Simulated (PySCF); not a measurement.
PySCF input file for Al(Cl)(H)(SeH) (AlClH2Se), SMILES [SeH][AlH][Cl], TDA-PBE0/def2-SVPD. The structure is a stationary point at PBE0-D3(BJ)/def2-TZVP. Other conformers were not sampled.

```python
import numpy as np
from pyscf import gto, scf, dft, tdscf

mol = gto.M(
    atom='''
    Al   -0.82600778   -0.66627590   -0.00000000
    Cl    0.42117101   -2.34819727    0.00000000
    H    -2.38633307   -0.83766507    0.00000000
    Se    0.13186083    1.42857509    0.00000000
    H     1.48125878    0.84705204   -0.00000000
    ''',
    basis='def2-SVPD',
    charge=0,
    spin=0,
    symmetry=True,
    max_memory=1600,
    verbose=4,
)
mf = dft.RKS(mol, xc='pbe0').density_fit(auxbasis='def2-universal-jkfit')
mf.grids.level = 3
mf.conv_tol = 1e-9
mf.max_cycle = 100
mf.kernel()
mf.grids = dft.Grids(mol).set(level=1).build(with_non0tab=True)  # coarser grid for the response kernel
td = tdscf.TDA(mf)
td.singlet = True
td.nstates = 10
td.conv_tol = 1e-4
td.kernel(x0=td.get_init_guess(mf, 15))
td.analyze()
tt = tdscf.TDA(mf)
tt.singlet = False
tt.nstates = 4
tt.conv_tol = 1e-4
tt.kernel(x0=tt.get_init_guess(mf, 9))
tt.analyze(verbose=3)
```

Output:

```
PySCF version 2.14.0

[INPUT] verbose = 4
[INPUT] num. atoms = 5
[INPUT] num. electrons = 66
[INPUT] charge = 0
[INPUT] spin (= nelec alpha-beta = 2S) = 0
[INPUT] symmetry True subgroup None
[INPUT] Mole.unit = angstrom
[INPUT] Symbol           X                Y                Z      unit          X                Y                Z       unit  Magmom
[INPUT]  1 Al    -0.826007780000  -0.666275900000   0.000000000000 AA   -1.560928480960  -1.259078974398   0.000000000000 Bohr   0.0
[INPUT]  2 Cl     0.421171010000  -2.348197270000   0.000000000000 AA    0.795897860506  -4.437449726751   0.000000000000 Bohr   0.0
[INPUT]  3 H     -2.386333070000  -0.837665070000   0.000000000000 AA   -4.509515944293  -1.582957566415   0.000000000000 Bohr   0.0
[INPUT]  4 Se     0.131860830000   1.428575090000   0.000000000000 AA    0.249180855258   2.699615668476   0.000000000000 Bohr   0.0
[INPUT]  5 H      1.481258780000   0.847052040000   0.000000000000 AA    2.799173413807   1.600696368854   0.000000000000 Bohr   0.0

nuclear repulsion = 268.193708191365
point group symmetry = Cs
symmetry origin: [-1.14528850e-09 -7.44437541e-09  0.00000000e+00]
symmetry axis x: [1.00000000e+00 2.55618922e-10 0.00000000e+00]
symmetry axis y: [-2.55618922e-10  1.00000000e+00  0.00000000e+00]
symmetry axis z: [0. 0. 1.]
num. orbitals of irrep A' = 76
num. orbitals of irrep A" = 32
number of shells = 44
number of NR pGTOs = 190
number of NR cGTOs = 108
basis = def2-SVPD
ecp = {}


******** <class 'pyscf.df.df_jk.DFSymAdaptedRKS'> ********
method = DFSymAdaptedRKS
initial guess = minao
damping factor = 0
level_shift factor = 0
DIIS = <class 'pyscf.scf.diis.CDIIS'>
diis_start_cycle = 1
diis_space = 8
diis_damp = 0
SCF conv_tol = 1e-09
SCF conv_tol_grad = None
SCF max_cycles = 100
direct_scf = False
XC library pyscf.dft.libxc version 7.1.2
    S. Lehtola, C. Steigemann, M. J. T. Oliveira, and M. A. L. Marques,  SoftwareX 7, 1–5 (2018)
XC functionals = pbe0
    C. Adamo and V. Barone,  J. Chem. Phys. 110, 6158 (1999)
    M. Ernzerhof and G. E. Scuseria,  J. Chem. Phys. 110, 5029 (1999)
radial grids:
    Treutler-Ahlrichs [JCP 102, 346 (1995); DOI:10.1063/1.469408] (M4) radial grids

becke partition: Becke, JCP 88, 2547 (1988); DOI:10.1063/1.454033
pruning grids: <function nwchem_prune>
grids dens level: 3
symmetrized grids: True
atomic radii adjust function: <function treutler_atomic_radii_adjust>
small_rho_cutoff = 0
Freeze 0 electrons in irreps []
    66 free electrons in irreps A' A"
Set gradient conv threshold to 3.16228e-05
Initial guess from minao.
tot grids = 78104
******** <class 'pyscf.df.df.DF'> ********
auxbasis = def2-universal-jkfit
init E= -3103.59262023519
HOMO (A") = -0.298391938646934  LUMO (A") = -0.0677371876954007  gap/eV = 6.27644
cycle= 1 E= -3104.41317563498  delta_E= -0.821  |g|= 0.279  |ddm|= 2.48
HOMO (A") = -0.265975506991575  LUMO (A") = -0.0631448323621955  gap/eV = 5.51930
cycle= 2 E= -3104.41208922395  delta_E= 0.00109  |g|= 0.283  |ddm|= 0.882
HOMO (A") = -0.280389414647549  LUMO (A") = -0.048557796415579  gap/eV = 6.30846
cycle= 3 E= -3104.43809307829  delta_E= -0.026  |g|= 0.0463  |ddm|= 0.466
HOMO (A") = -0.281186769820422  LUMO (A") = -0.0515137821805673  gap/eV = 6.24972
cycle= 4 E= -3104.43849303494  delta_E= -0.0004  |g|= 0.00713  |ddm|= 0.0481
HOMO (A") = -0.281626834762116  LUMO (A") = -0.0508863901680972  gap/eV = 6.27877
cycle= 5 E= -3104.43850312562  delta_E= -1.01e-05  |g|= 0.00229  |ddm|= 0.0137
HOMO (A") = -0.281280299632675  LUMO (A") = -0.0509540054033963  gap/eV = 6.26750
cycle= 6 E= -3104.43850492234  delta_E= -1.8e-06  |g|= 0.000474  |ddm|= 0.00428
HOMO (A") = -0.281385210588657  LUMO (A") = -0.0509545112740128  gap/eV = 6.27034
cycle= 7 E= -3104.43850500125  delta_E= -7.89e-08  |g|= 0.000138  |ddm|= 0.00092
HOMO (A") = -0.281369878759847  LUMO (A") = -0.05094447858382  gap/eV = 6.27019
cycle= 8 E= -3104.43850500732  delta_E= -6.07e-09  |g|= 3.32e-05  |ddm|= 0.000244
HOMO (A") = -0.281370523443612  LUMO (A") = -0.0509468934324953  gap/eV = 6.27015
cycle= 9 E= -3104.43850500772  delta_E= -3.99e-10  |g|= 4.07e-06  |ddm|= 5.04e-05
HOMO (A") = -0.281370408758589  LUMO (A") = -0.0509468746271553  gap/eV = 6.27014
Extra cycle  E= -3104.43850500773  delta_E= -1.14e-11  |g|= 2.98e-06  |ddm|= 1e-05
converged SCF energy = -3104.43850500773
tot grids = 24944


******** <class 'pyscf.tdscf.rks.TDA'> for <class 'pyscf.df.df_jk.DFSymAdaptedRKS'> ********
nstates = 10 singlet
deg_eia_thresh = 1.000e-03
wfnsym = None
conv_tol = 0.0001
eigh lindep = 1e-12
eigh level_shift = 0
eigh max_cycle = 100


Excitation energies (eV)
[5.39520066 5.55749873 5.8288991  5.92631887 6.91421145 7.07085026
 7.10937082 7.15662455 7.25190894 7.32261765]

** Singlet excitation energies and oscillator strengths **
Excited State   1:   A'      5.39520 eV    229.80 nm  f=0.0789
      32 -> 35       -0.17068
      33 -> 34       -0.67426
Excited State   2:   A"      5.55750 eV    223.09 nm  f=0.0162
      33 -> 35       -0.62289
      33 -> 36        0.30885
Excited State   3:   A"      5.82890 eV    212.71 nm  f=0.0327
      32 -> 34       -0.45311
      33 -> 35        0.27626
      33 -> 36        0.45794
Excited State   4:   A"      5.92632 eV    209.21 nm  f=0.0281
      32 -> 34       -0.53289
      33 -> 35       -0.15539
      33 -> 36       -0.43291
Excited State   5:   A'      6.91421 eV    179.32 nm  f=0.0724
      32 -> 35       -0.48348
      32 -> 36        0.46735
      33 -> 34        0.10844
Excited State   6:   A"      7.07085 eV    175.35 nm  f=0.0003
      29 -> 34       -0.14270
      33 -> 37        0.64528
      33 -> 38       -0.13924
      33 -> 41       -0.11309
Excited State   7:   A"      7.10937 eV    174.40 nm  f=0.0002
      29 -> 34        0.26025
      30 -> 34        0.63112
      33 -> 37        0.11652
Excited State   8:   A'      7.15662 eV    173.24 nm  f=0.2748
      30 -> 36       -0.11232
      32 -> 35        0.44025
      32 -> 36        0.50691
Excited State   9:   A"      7.25191 eV    170.97 nm  f=0.0150
      29 -> 34        0.62867
      30 -> 34       -0.26206
      31 -> 35        0.11507
      33 -> 37        0.11103
Excited State  10:   A'      7.32262 eV    169.32 nm  f=0.0253
      29 -> 35       -0.11799
      31 -> 34        0.67604

** Transition electric dipole moments (AU) **
state          X           Y           Z        Dip. S.      Osc.
  1         0.3296      0.6987      0.0000      0.5968      0.0789
  2         0.0000     -0.0000     -0.3447      0.1188      0.0162
  3         0.0000     -0.0000      0.4783      0.2288      0.0327
  4        -0.0000     -0.0000     -0.4400      0.1936      0.0281
  5        -0.4498     -0.4742     -0.0000      0.4272      0.0724
  6        -0.0000      0.0000      0.0389      0.0015      0.0003
  7        -0.0000     -0.0000      0.0347      0.0012      0.0002
  8         0.5593      1.1201      0.0000      1.5675      0.2748
  9         0.0000     -0.0000     -0.2908      0.0845      0.0150
 10        -0.2516      0.2783      0.0000      0.1408      0.0253

** Transition velocity dipole moments (imaginary part, AU) **
state          X           Y           Z        Dip. S.      Osc.
  1         0.0222      0.0467      0.0000      0.0027      0.0090
  2         0.0000     -0.0000     -0.0156      0.0002      0.0008
  3         0.0000     -0.0000      0.0875      0.0077      0.0238
  4        -0.0000      0.0000     -0.1141      0.0130      0.0398
  5        -0.0818     -0.0470     -0.0000      0.0089      0.0234
  6        -0.0000      0.0000     -0.0086      0.0001      0.0002
  7        -0.0000      0.0000     -0.0209      0.0004      0.0011
  8         0.1211      0.2549      0.0000      0.0797      0.2019
  9         0.0000     -0.0000     -0.0427      0.0018      0.0046
 10        -0.0157      0.0410      0.0000      0.0019      0.0048

** Transition magnetic dipole moments (imaginary part, AU) **
state          X           Y           Z
  1        -0.0000      0.0000      0.2437
  2         0.2817      0.4204      0.0000
  3        -0.8934      0.7951      0.0000
  4        -0.3400      0.4797     -0.0000
  5         0.0000      0.0000      0.3060
  6        -0.1898     -0.1316     -0.0000
  7        -0.6597     -0.1462     -0.0000
  8        -0.0000     -0.0000     -0.2182
  9         0.3600      1.1216      0.0000
 10        -0.0000     -0.0000      0.1533


******** <class 'pyscf.tdscf.rks.TDA'> for <class 'pyscf.df.df_jk.DFSymAdaptedRKS'> ********
nstates = 4 triplet
deg_eia_thresh = 1.000e-03
wfnsym = None
conv_tol = 0.0001
eigh lindep = 1e-12
eigh level_shift = 0
eigh max_cycle = 100


Excitation energies (eV)
[4.53553264 5.11230665 5.41187208 5.55678497]

** Triplet excitation energies and oscillator strengths **
Excited State   1:   A'      4.53553 eV    273.36 nm  f=0.0000
Excited State   2:   A"      5.11231 eV    242.52 nm  f=0.0000
Excited State   3:   A"      5.41187 eV    229.10 nm  f=0.0000
Excited State   4:   A"      5.55678 eV    223.12 nm  f=0.0000
```

The calculation finished and met its thresholds.

Cost: roughly 50 core-seconds.
